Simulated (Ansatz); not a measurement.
A single point on F3H4NO2Si2 (`O[SiH](F)N[Si](O)(F)F`).

```yaml
crystal:
  periodic: [false, false, false]
  atoms:
    - {symbol: O, position_ang: [-2.208271, 0.444417, -1.358222]}
    - {symbol: Si, position_ang: [-1.048159, 0.767374, -0.265902]}
    - {symbol: F, position_ang: [-1.508305, 0.382689, 1.219700]}
    - {symbol: N, position_ang: [0.260363, -0.245672, -0.671739]}
    - {symbol: Si, position_ang: [1.548080, -0.765934, 0.307947]}
    - {symbol: O, position_ang: [1.312084, -0.343499, 1.846132]}
    - {symbol: F, position_ang: [1.735433, -2.324883, 0.114329]}
    - {symbol: F, position_ang: [2.929691, -0.137935, -0.122278]}
    - {symbol: H, position_ang: [-2.920235, 1.073963, -1.477253]}
    - {symbol: H, position_ang: [-0.750130, 2.210254, -0.199388]}
    - {symbol: H, position_ang: [0.218602, -0.625188, -1.608568]}
    - {symbol: H, position_ang: [0.430848, -0.435576, 2.215232]}
basis:
  gaussian: {orbitals: def2-QZVPP}
correlation: {method: mp2}
```

```sh
$ ansatz run in.yaml --threads 2 --pin off --events-out ev --progress --plain --max-ram 31744MiB --backend cuda --devices 0, --max-vram 18GiB
```

Output, abridged:

```
Functional definition: HF
3686 factors; integrals over basis functions are off by at most 7.9e-4 eV
mean field evaluation 1: about -29473.5001 eV, gradient 6.7e1 eV
mean field evaluation 2: about -29473.6827 eV, gradient 6.8e1 eV
mean field evaluation 4: about -29481.0214 eV, gradient 3.8e0 eV
mean field evaluation 8: about -29481.0821 eV, gradient 3.0e-1 eV
mean field -29481.08241319 eV, -1083.4097956895 hartree, gradient 8.9e-7 eV, S^2 0.000000; 0 other end points of the search recorded, 0 dependent functions left out
16 core orbitals not correlated: weight in the atoms' cores, before any rotation towards them, 1.000 or more for the frozen orbitals, at most 0.000 for the correlated occupied ones
reference -29481.08241319 eV, -1083.4097956895 hartree; 25, 25 occupied and 561, 561 virtual orbitals, 3686 factors
second order -49.09006001 eV of doubles, -0.00000000 eV of singles
Total energy: -29530.17247320 eV, -1085.2138221202 hartree
```

It took 4.1 s on 2 threads of an AMD EPYC 7R13 on a shared host and a share of an NVIDIA H100 80 GB, with 1.2 GiB of host memory at the peak.
